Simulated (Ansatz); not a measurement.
Geometry optimisation, RKS BHLYP/def2-SVP in Ansatz 0.2.0.

The input (input.yaml):

```yaml
crystal:
  periodic: [false, false, false]
  atoms:
    - { symbol: Al, position_ang: [0.021343, -0.528197, -0.408778] }
    - { symbol: H, position_ang: [0.011456, -0.027905, 2.299261] }
    - { symbol: F, position_ang: [1.422797, 0.197014, -0.824633] }
    - { symbol: F, position_ang: [-1.406437, 0.154433, -0.806286] }
    - { symbol: F, position_ang: [0.052805, -2.010564, 0.344536] }
    - { symbol: H, position_ang: [0.025836, -0.683281, 2.0079] }
basis:
  gaussian: { orbitals: def2-SVP }
hamiltonian:
  xc: { name: BHLYP }
relax:
  f_tol: 0.03
  max_steps: 50
```

Run as:

```bash
$ ansatz run input.yaml --threads 1 --pin off --max-ram 2048MiB --backend cpu --events-out ev --progress --plain --runs-dir out
```

Task: Where does it end, and by what steps?

Result: The forces met the threshold. After 7 steps the energy has fallen by 0.198 eV; H2 moved furthest, 0.53 Å.

| step | energy less start (eV) | largest force component (eV/Å) | accepted |
| --- | --- | --- | --- |
| 0 | 0.0000 | 1.525 | yes |
| 1 | 0.0825 | 1.997 | no |
| 2 | -0.0522 | 1.057 | yes |
| 3 | -0.0920 | 0.940 | yes |
| 4 | -0.1422 | 0.649 | yes |
| 5 | -0.1871 | 0.162 | yes |
| 6 | -0.1959 | 0.087 | yes |
| 7 | -0.1980 | 0.023 | yes |

```xyz
6
Properties=species:S:1:pos:R:3
Al 0.022 -0.594 -0.198
H 0.010 0.147 1.796
F 1.418 0.200 -0.513
F -1.403 0.152 -0.504
F 0.051 -2.203 0.117
H 0.029 -0.602 1.914
```

Run time: 15 s on 1 thread of Arm Neoverse V2, with other jobs on the host, peak memory 0.12 GiB.
